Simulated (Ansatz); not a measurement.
Mulliken charges of `C=C(O)[Se][GaH2]` from ωB97M-V/def2-TZVPP in Ansatz (PBE0-D4/def2-TZVP geometry).

```json
{"atom": "C1", "x (Å)": "-0.965", "y (Å)": "-1.234", "z (Å)": "1.230", "charge (e)": "-0.253"}
{"atom": "C2", "x (Å)": "-0.537", "y (Å)": "-0.503", "z (Å)": "0.212", "charge (e)": "0.117"}
{"atom": "O3", "x (Å)": "0.828", "y (Å)": "-0.266", "z (Å)": "-0.003", "charge (e)": "-0.242"}
{"atom": "Se4", "x (Å)": "-1.506", "y (Å)": "0.377", "z (Å)": "-1.152", "charge (e)": "-0.172"}
{"atom": "Ga5", "x (Å)": "0.671", "y (Å)": "1.419", "z (Å)": "-1.370", "charge (e)": "0.239"}
{"atom": "H6", "x (Å)": "-0.272", "y (Å)": "-1.717", "z (Å)": "1.910", "charge (e)": "0.086"}
{"atom": "H7", "x (Å)": "-2.023", "y (Å)": "-1.376", "z (Å)": "1.392", "charge (e)": "0.105"}
{"atom": "H8", "x (Å)": "1.331", "y (Å)": "-0.367", "z (Å)": "0.815", "charge (e)": "0.197"}
{"atom": "H9", "x (Å)": "0.963", "y (Å)": "2.610", "z (Å)": "-0.395", "charge (e)": "-0.042"}
{"atom": "H10", "x (Å)": "1.511", "y (Å)": "1.058", "z (Å)": "-2.637", "charge (e)": "-0.034"}
```

Question: By hand: the dipole of these point charges (1 e Å = 4.8032 D).

Answer: Σ q r = (0.335, 0.082, 0.162) e Å, of length 0.381 e Å = 1.83 D.

Question: How does the dipole of the full density compare? (An estimate is asked.)

Answer: The calculation gave: (0.372, -0.139, 0.423) e Å, 2.79 D; the point charges give 0.66 times that, at 35° from its direction.

Point charges leave out the atoms' own dipoles, such as those of lone pairs, and Mulliken's split depends on the basis, so the two needn't agree.
